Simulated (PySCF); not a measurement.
Cards and structures have been mixed up. Pair them.

Structures:
1. `OC1CCC1`
2. `c1c(scc1)C1CC1`
3. `C=C(C)PCCCC`

Card P (geometry PBE0-D3(BJ)/def2-SVP):
- Rotational constants A, B, C: 4.309, 0.589, 0.564 GHz
- Static isotropic polarisability (CAM-B3LYP/def2-SVPD): 115.1 au
- Point group: C1
- 13C chemical shifts (computed TMS as zero) by class (GIAO CAM-B3LYP/pcSseg-1): 156.7 (1 C), 139.0 (1 C), 33.0 (1 C), 29.4 (1 C), 27.2 (1 C), 26.9 (1 C), 16.4 (1 C) ppm
- Lowest singlet excitation (TDDFT CAM-B3LYP/def2-SVPD): 5.61 eV (221 nm, f = 0.030)
- Vertical ionisation energy (ΔSCF CAM-B3LYP/def2-SVPD): 8.72 eV

Card Q (geometry PBE0-D3(BJ)/def2-SVP):
* Rotational constants A, B, C: 10.284, 4.369, 3.466 GHz
* Static isotropic polarisability (CAM-B3LYP/def2-SVPD): 51.8 au
* Dipole moment (CAM-B3LYP/def2-SVPD): 1.57 D
* Vertical ionisation energy (ΔSCF CAM-B3LYP/def2-SVPD): 10.09 eV
* HOMO energy (CAM-B3LYP/def2-SVPD): -9.12 eV
* Strongest line among the 10 lowest singlet transitions (TDDFT CAM-B3LYP/def2-SVPD): S4 at 8.24 eV (150 nm, f = 0.038)
* Largest of the computed one-bond spin–spin couplings (means over like bonds) (B3LYP/pcJ-1, spin–dipole term left out): 13C–1H +148.0, 13C–1H +145.7, 13C–1H +144.8 (×2), 13C–1H +138.4 (×2), 13C–1H +138.3, 17O–1H -71.9, 13C–13C +32.6 (×2), 13C–13C +29.2 (×2) Hz

Card R (geometry PBE0-D3(BJ)/def2-SVP):
* Rotational constants A, B, C: 4.175, 1.299, 1.075 GHz
* Static isotropic polarisability (CAM-B3LYP/def2-SVPD): 96.2 au
* Isotropic shieldings of nuclei other than C and H, by class (GIAO PBE0/pcSseg-1): 298 (1 S) ppm
* Vertical ionisation energy (ΔSCF CAM-B3LYP/def2-SVPD): 8.16 eV
* Strongest line among the 10 lowest singlet transitions (TDDFT CAM-B3LYP/def2-SVPD): S1 at 5.36 eV (231 nm, f = 0.177)
* Dipole moment (CAM-B3LYP/def2-SVPD): 0.77 D

All species are isolated and taken at one optimised geometry, non-relativistic unless stated; the electronic structure was computed with PySCF and density fitting. NMR classes are plain means over equivalent atoms (diastereotopic ones count apart unless rotation or inversion swaps them), as if these changed places fast.

Q: Which card belongs to which structure?

A: P = 3, Q = 1, R = 2. What ties each card to its structure:
- 1 (card Q), C4H8O, monoisotopic mass 72.1 u, 5 heavy atoms: an asymmetric top with C = 3.466 GHz, the highest such constant on the cards; polarisability 51.8 au for 40 electrons, the smallest shown; dipole 1.57 D.
- 2 (card R), C7H8S, monoisotopic mass 124.0 u, 8 heavy atoms: an asymmetric top with C = 1.075 GHz; polarisability 96.2 au for 66 electrons; dipole 0.77 D.
- 3 (card P), C7H15P, monoisotopic mass 130.1 u, 8 heavy atoms: 7 C in 7 classes; point group C1; the least shielded carbon (156.7 ppm) is a fully substituted alkene carbon; an asymmetric top with C = 0.564 GHz, the lowest such constant on the cards; polarisability 115.1 au for 72 electrons, the largest shown.
